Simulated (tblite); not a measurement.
H₁₂N₂SSi₅.
Numbering: `[NH2:1][Si@@H:2]1[S:3][Si@@H:4]([SiH3:5])[Si@H:6]1[NH:7][SiH3:8]` (hydrogens: H9, H10 on N1; H11 on Si2; H12 on Si4; H13, H14, H15 on Si5; H16 on Si6; H17 on N7; H18, H19, H20 on Si8)

The geometry is computed with GFN2-xTB (gas phase).

Problem. Give the optimised bond lengths and angles.

Solution. 
| bond | length (Å) |
| --- | --- |
| N1–Si2 | 1.725 |
| Si2–S3 | 2.208 |
| S3–Si4 | 2.200 |
| Si4–Si5 | 2.318 |
| Si4–Si6 | 2.356 |
| Si6–N7 | 1.739 |
| N7–Si8 | 1.734 |
| Si2–Si6 | 2.317 |
| N1–H9, N1–H10 | 1.008 |
| Si2–H11 | 1.459 |
| Si4–H12 | 1.473 |
| Si5–H13, Si5–H14, Si5–H15 | 1.466 |
| Si6–H16 | 1.484 |
| N7–H17 | 1.008 |
| Si8–H18, Si8–H19, Si8–H20 | 1.463 |

Bonds in one row agree within 0.01 Å and their mean is given. A selection of angles:
| angle | degrees |
| --- | --- |
| Si2–N1–H9 | 118.0 |
| Si2–N1–H10 | 118.7 |
| H9–N1–H10 | 108.9 |
| N1–Si2–S3 | 114.4 |
| N1–Si2–Si6 | 114.0 |
| N1–Si2–H11 | 103.4 |
| S3–Si2–Si6 | 90.4 |
| S3–Si2–H11 | 104.9 |
| Si6–Si2–H11 | 128.9 |
| Si2–S3–Si4 | 93.1 |
| S3–Si4–Si5 | 110.3 |
| S3–Si4–Si6 | 89.6 |
| S3–Si4–H12 | 102.7 |
| Si5–Si4–Si6 | 124.6 |
| Si5–Si4–H12 | 111.4 |
| Si6–Si4–H12 | 113.6 |
| Si4–Si5–H13 | 112.7 |
| Si4–Si5–H14 | 107.6 |
| Si4–Si5–H15 | 115.6 |
| H13–Si5–H14 | 106.7 |
| Si4–Si6–N7 | 110.7 |
| Si4–Si6–H16 | 119.2 |
| N7–Si6–H16 | 108.9 |
| Si2–Si6–Si4 | 86.4 |
| Si2–Si6–N7 | 113.4 |
| Si2–Si6–H16 | 116.8 |
| Si6–N7–Si8 | 129.1 |
| Si6–N7–H17 | 114.3 |
| Si8–N7–H17 | 113.7 |
| N7–Si8–H18 | 106.1 |
| N7–Si8–H20 | 111.6 |
| H18–Si8–H19 | 113.2 |
| H18–Si8–H20 | 110.1 |

Dihedral angles: N1–Si2–S3–Si4 -122° (anticlinal); Si2–S3–Si4–Si5 -121° (anticlinal); S3–Si4–Si6–N7 -119° (anticlinal); Si4–Si6–N7–Si8 149° (anticlinal); N1–Si2–Si6–Si4 122° (anticlinal).

N7 (nitrogen bridging silicon atoms) is almost planar (angles 129.1°, 114.3° and 113.7°, sum 357.1°, 0.14 Å off the plane of its three neighbours). Si6 (SiH silicon) has angles from 86.4° to 119.2°. Si4 (SiH silicon) has angles from 89.6° to 124.6°. The 4-membered ring Si2–S3–Si4–Si6 has internal angles of 86.4° to 93.1° (sum 359°, against 360° for a flat polygon); it is slightly puckered (a soft mode that the optimisation may not have finished), 0.05 Å rms from its mean plane, widest ring torsion 6°. The Si–Si distances run from 2.317 Å (Si2–Si6, drawn single) to 2.356 Å (Si4–Si6, drawn single), a spread of 0.039 Å. Si8 (SiH3 silicon) is distorted tetrahedral (angles from 105.6° to 113.2°). N1 (silicon-bound nitrogen) is pyramidal (angles 118.7°, 118.0° and 108.9°, sum 345.6°, 0.26 Å off the plane of its three neighbours).

Point group: C1 (no symmetry element, even within 0.4 Å). Its GFN2-xTB frequencies are all real (lowest 26 cm⁻¹). One conformer, not necessarily the lowest (H–N1–Si2–S3 -67° and 68°, Si4–Si6–N7–Si8 149°, N1–Si2–S3–Si4 -122°, Si2–S3–Si4–Si5 -121°, S3–Si4–Si6–N7 -119°, N1–Si2–Si6–Si4 122°).
